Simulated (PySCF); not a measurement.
Where the electron goes

C₆H₅N₃S.
Structure used (GFN2-xTB), in Å, numbered top down from 1:
```
atom  x, y, z in Å
C1     4.270    0.561    0.530
C2     3.102    0.290    0.473
C3     1.725   -0.032    0.408
N4     1.339   -1.236    0.882
C5     0.064   -1.500    0.807
C6    -0.825   -0.553    0.255
S7    -2.527   -0.876    0.142
C8    -3.093    0.668   -0.623
N9    -0.365    0.613   -0.188
N10    0.904    0.870   -0.111
H11    5.291    0.799    0.580
H12   -0.278   -2.458    1.177
H13   -4.167    0.578   -0.743
H14   -2.603    0.786   -1.583
H15   -2.844    1.498    0.030
```

Level of theory: TDDFT CAM-B3LYP/def2-SVPD, vertical, gas phase, core orbitals frozen in the response in PySCF.

Kohn–Sham orbitals with the atoms that hold most of them (Löwdin shares over 4%, at most four atoms; ? is withheld):

| orbital | ε (eV) | atoms |
| --- | --- | --- |
| LUMO+2 | 0.90 | S7 57%, C8 14%, H13 7%, H14 5% |
| LUMO+1 | -0.88 | N10 18%, C3 16%, C6 14%, C5 11% |
| LUMO | ? | N4 25%, N9 22%, C5 16%, C6 11% |
| HOMO | -8.11 | ? |
| HOMO-1 | -8.51 | ? |
| HOMO-2 | -9.87 | C1 26%, C2 26%, S7 18%, C6 7% |
| HOMO-3 | -9.91 | C1 42%, C2 42%, C3 4% |

Q: Give the leading atoms of the HOMO-1.

A: N10 (bonded to C and N) 34%; N9 (bonded to C and N) 29%; N4 (bonded to 2 C) 14%; C6 (bonded to C, N and S) 7%. By element: nitrogen 77%, carbon 7% or more.

Q: Which atoms hold the HOMO, and with what shares?

A: S7 (bonded to 2 C) 42%; C6 (bonded to C, N and S) 8%; C1 (bonded to C and H) 8%; N9 (bonded to C and N) 7%. By element: sulfur 42%, carbon 16% or more, nitrogen 7% or more.

Q: What is the LUMO energy, and the HOMO–LUMO gap?

A: ε(LUMO) = -1.07 eV; the gap is 7.04 eV (0.2588 hartree).

Q: How does S1 compare with the orbital gap of 7.04 eV?

A: S1 is at 3.31 eV (f = 0.0043), 3.73 eV below the gap, made of HOMO-1→LUMO (88%), HOMO-1→LUMO+1 (10%). Its leading pair isn't HOMO and LUMO; the energies of that pair differ by 7.44 eV. 

Q: One configuration dominates each of S1, S2, S3, S4 and S8. Which, and how do the shares of the two leading atoms of either orbital change from the occupied to the empty one?

A: 
- S1 (3.31 eV, f 0.0043), HOMO-1→LUMO (88%): N10 34% → at most 12%, N9 29% → 22%, N4 14% → 25%
- S2 (3.80 eV, f 0.0001), HOMO-1→LUMO+1 (88%): N10 34% → 18%, N9 29% → at most 12%, C3 at most 8% → 16%
- S3 (4.24 eV, f 0.052), HOMO→LUMO (90%): S7 42% → at most 12%, C6 8% → 11%, N4 at most 8% → 25%, N9 7% → 22%
- S4 (4.74 eV, f 0.568), HOMO→LUMO+1 (88%): S7 42% → at most 12%, C6 8% → 14%, N10 at most 8% → 18%, C3 at most 8% → 16%
- S8 (5.96 eV, f 0.014), HOMO-2→LUMO (90%): C1 26% → at most 12%, C2 26% → at most 12%, N4 at most 8% → 25%, N9 at most 8% → 22%

Löwdin shares depend on the basis, the more so with diffuse functions.

One conformer stands for the species.
